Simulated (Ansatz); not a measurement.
Molecule: C6H11, net charge 0, doublet state. It need not be the lowest isomer of its formula. 
Geometry from a B3LYP-D3(BJ)/def2-TZVP (Ansatz, a quantum-chemistry and plane-wave program) optimisation:
```xyz
17

C      2.6624    -0.1389    -0.7672
C      1.2132     0.1745    -0.8018
C      0.4679    -0.2795     0.4857
C     -0.9985     0.0619     0.4743
C     -1.5048     0.9752     1.2991
C     -1.8543    -0.6756    -0.5164
H      3.3780     0.5718    -0.3770
H      3.0176    -1.1362    -0.9907
H      0.7464    -0.3134    -1.6623
H      1.0556     1.2500    -0.9176
H      0.5938    -1.3622     0.5906
H      0.9477     0.1837     1.3493
H     -2.5583     1.2273     1.2903
H     -0.8818     1.4991     2.0137
H     -2.9039    -0.3992    -0.4212
H     -1.7674    -1.7569    -0.3729
H     -1.5426    -0.4697    -1.5437
```
Charge 0, spin multiplicity 2.

Total electronic energies in hartree. Correlated levels leave the core frozen unless marked. UHF or UKS for open shells. No spin-orbit coupling. Non-relativistic. CBS marks a two-point X^-3 extrapolation of the correlation energy; Hartree-Fock from the larger set. The bracket is a focal-point correction in the basis named.

| level | program | energy (Eh) |
|---|---|---|
| HF/6-31G | Ansatz | -233.45681 |
| B3LYP-D4/def2-TZVPD | Ansatz + dftd4 | ? |
| PBE0-D4/def2-TZVP | Ansatz + dftd4 | -234.97708 |
| PBE0-D4/def2-TZVPD | Ansatz + dftd4 | -234.97783 |
| BHLYP-D3(BJ)/def2-TZVPD | Ansatz + dftd3 | -235.12894 |
| HSE06-D3(BJ)/def2-TZVPD | Ansatz + dftd3 | -234.96087 |
| wB97X-V/def2-TZVPD | Ansatz | -235.19290 |
| MP2/STO-3G | Ansatz | -231.04947 |
| MP2/cc-pwCVTZ | Ansatz | -234.63954 |
| RI-MP2/cc-pVTZ | Ansatz | -234.62490 |
| RI-MP2/cc-pVQZ | Ansatz | -234.70140 |
| CCSD/6-31G | Ansatz | -234.04947 |
| CCSD(T)/6-31G | Ansatz | -234.06479 |
| CCSD(T)/cc-pwCVTZ | Ansatz | -234.74615 |
| RI-MP2/CBS(cc-pVTZ,cc-pVQZ)+[CCSD(T)-MP2]/cc-pVTZ | Ansatz | -234.8545 |

Problem. Some entries are withheld; supply them.

Solution. 
- B3LYP-D4/def2-TZVPD, energy (Eh): -235.29433
